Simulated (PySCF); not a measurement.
KCl, SMILES [Cl][K]. The structure is a stationary point at PBE0-D3(BJ)/def2-TZVPD.

All values below come from PBE0-D3(BJ)/def2-TZVPD in PySCF 2.14.0.

Harmonic wavenumbers (cm⁻¹): 270. Rotational constants (GHz): 3.745 (linear); symmetry number 1.

Task: Work out the zero-point energy and the ideal-gas rigid-rotor harmonic-oscillator thermochemistry at 298.15 K and 1 atm.

Result: ZPE = ½ Σ hcν = ½ × 270 cm⁻¹ = 1.62 kJ/mol. H − E(el) = 11.50 kJ/mol. Entropy in J/(mol K): translation 162.52, rotation 69.96, vibration 6.67, total 239.14. G − E(el) = -59.80 kJ/mol. Cp = 36.33 J/(mol K).
